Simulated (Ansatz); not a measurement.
Consider the formal exchange of groups at a C–Ga bond: `C[Si](C)(C)[CH2][Ga]([F])[Cl]` + `BCl` → `C[Si](C)(C)CBCl` + `[F][GaH][Cl]`.

Program: Ansatz. Geometries: PBE0-D4/def2-TZVP. ΔE: electronic, gas phase. CCSD(T)/CBS is the MP2 limit (def2-TZVPP, def2-QZVPP) plus CCSD(T) − MP2 in def2-TZVPP, frozen cores. This one scheme is used for every species. Functionals use def2-TZVPP. B3LYP here is the variant with VWN-RPA as its local correlation; programs differ in this. For Ga outer-core shells are correlated without core-valence functions, which leaves a few kJ/mol of doubt a bond. Scalar relativity is left out up to krypton. Each species was taken in one conformer, which may not be the lowest.

`C[Si](C)(C)[CH2][Ga]([F])[Cl]`:

Cartesian coordinates in Å:
```
C -1.777 -1.135 0.947
Si -0.281 -0.378 0.116
C -0.660 -0.021 -1.686
C 1.191 -1.524 0.241
C 0.147 1.249 0.973
Ga 1.329 2.319 -0.117
F 0.785 3.758 -0.954
Cl 3.375 1.879 -0.554
H -2.039 -2.090 0.483
H -1.588 -1.318 2.007
H -2.647 -0.477 0.870
H 0.224 0.336 -2.227
H -1.443 0.736 -1.791
H -1.002 -0.924 -2.199
H 1.420 -1.759 1.284
H 2.085 -1.077 -0.203
H 0.996 -2.467 -0.277
H -0.752 1.843 1.156
H 0.636 1.049 1.930
```

`BCl`:

```xyz
4

B    -0.086   -0.056    0.113
Cl    0.890    0.575   -1.172
H    -0.246   -1.233    0.171
H    -0.558    0.714    0.888
```

`C[Si](C)(C)CBCl`:

```xyz
19

C    -0.614   -1.496    1.010
Si    0.112   -0.288   -0.219
C     0.056   -1.018   -1.943
C     1.879    0.124    0.242
C    -0.933    1.310   -0.245
B    -0.796    2.058    1.078
Cl   -1.912    1.768    2.409
H    -0.594   -1.096    2.026
H    -0.048   -2.432    1.005
H    -1.653   -1.731    0.766
H    -0.970   -1.242   -2.244
H     0.629   -1.949   -1.986
H     0.480   -0.330   -2.679
H     1.946    0.513    1.262
H     2.300    0.876   -0.430
H     2.511   -0.767    0.184
H    -1.954    0.987   -0.469
H    -0.529    1.887   -1.083
H     0.090    2.824    1.314
```

`[F][GaH][Cl]`:

```xyz
4

F    -1.159   -1.267   -0.149
Ga    0.001   -0.001    0.158
Cl    0.783    0.873   -1.610
H     0.375    0.394    1.600
```

```
             level  ΔE (kJ/mol)  difference from CCSD(T)/CBS
       LDA (SPW92)        -28.7                        -20.7
         revPBE-D4        -18.9                        -10.9
           BLYP-D4        -13.9                         -5.9
          B3LYP-D4        -14.0                         -6.0
        r2SCAN0-D4        -18.9                        -10.9
           ωB97M-V        -18.5                        -10.5
             B3LYP        -18.1                        -10.1
             BHLYP        -18.0                        -10.0
RPA@PBE/def2-TZVPP         -5.8                          2.2
       HF/def2-SVP        -18.0                        -10.0
     CCSD/def2-SVP        -14.7                         -6.7
  CCSD(T)/def2-SVP        -14.0                         -6.0
     HF/def2-TZVPP        -16.2                         -8.2
    MP2/def2-TZVPP         -8.5                         -0.5
   CCSD/def2-TZVPP        -10.1                         -2.1
      HF/CBS(def2)        -17.8                         -9.8
       CCSD(T)/CBS         -8.0                            0
```

Largest T1 diagnostic among the species: 0.013.

Leaving LDA and LC-ωPBE aside and taking each functional with its dispersion term where it has one, the values, not all of them listed here, spread over 19.7 kJ/mol, from B97M-V to BHLYP-D4. LDA lies −7.3 kJ/mol from PBE without D4. At CCSD(T), def2-SVP lies −6.0 kJ/mol from the extrapolated value and def2-TZVPP −1.5 kJ/mol. In def2-TZVPP, CCSD(T) changes the Hartree–Fock value by +6.7 kJ/mol (the triples alone add +0.7 kJ/mol) and MP2 by +7.7 kJ/mol.
